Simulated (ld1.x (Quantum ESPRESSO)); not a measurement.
# What the settings do to the TM potential of Se

Base potential:

ld1.x (Quantum ESPRESSO) 7.5 input, shortened:

```
&input
   title='Se', zed=34., rel=1, dft='PBESOL', iswitch=3,
   config='[Ar] 3d10 4s2 4p4'
 /
 &inputp
   pseudotype=2, tm=.true., lloc=-2, rcloc=1.45,
   nlcc=.true., rcore=0.70
 /
2
4S  1  0   2.00   0.00  1.30  1.30  0.0
4P  2  1   4.00   0.00  1.65  1.65  0.0
 &test
   configts(1)='4s2 4p4'
 /
```

Cutoffs, loose and tight: the cutoffs (Ry, on a coarse ladder) from which the occupation-weighted sum of valence levels, in a spherical-Bessel basis at the reference potential, stays within 10 and 1 mRy of its value at 400 Ry. They do not see the model core or the augmentation charge, which bear on the density cutoff. Test errors are all-electron minus pseudo excitation energies from the reference, over the configurations 4s2 4p3; 4s2 4p2; 4s2 4p1; 4s1 4p5; 4s2 4p0; 4s2 4p4.3; 4s0 4p6. A dash means not determined; rows that change the core or the reference have their own tests. The largest error is taken over the tests solved by every variant that gives reliable tests at all: 4s1 4p5; 4s2 4p1; 4s2 4p2; 4s2 4p3.

A true bound ghost makes a file unfit for plane-wave use even where its test errors are small: the radial tests pick states by their node count and pass the ghost by.

```tsv
change	outcome	cutoff, loose	cutoff, tight	bound ghosts	largest test error (meV)
base	generated	40 Ry	90 Ry	none	-25
functional LDA (PZ)	generated	40 Ry	90 Ry	none	-22
all radii but the core radius scaled by about 1.08 (s 1.40, p 1.78 bohr); local potential all-electron potential smoothed inside 1.56 bohr (lloc = -2)	generated	40 Ry	55 Ry	none	-31
wave 4s (bound): rc 1.30 bohr becomes 4s (bound): rc 1.26 bohr	generated	50 Ry	110 Ry	none	-22
local potential the p channel	generated	40 Ry	90 Ry	none	-63
type PAW; waves now 4s (bound): rcut 1.15, rcutus 1.30 bohr; 4s channel at 1.75 Ry: rcut 1.15, rcutus 1.30 bohr; 4p (bound): rcut 1.45, rcutus 1.65 bohr; 4p channel at 0.75 Ry: rcut 1.45, rcutus 1.65 bohr; local potential all-electron potential smoothed inside 1.25 bohr (lloc = -1); augmentation PSQ, inside the norm-conserving radii	generated	25 Ry	45 Ry	s	-105
wave 4p (bound): rc 1.65 bohr becomes 4p (bound): rc 2.48 bohr	generated	40 Ry	90 Ry	none	-74
```
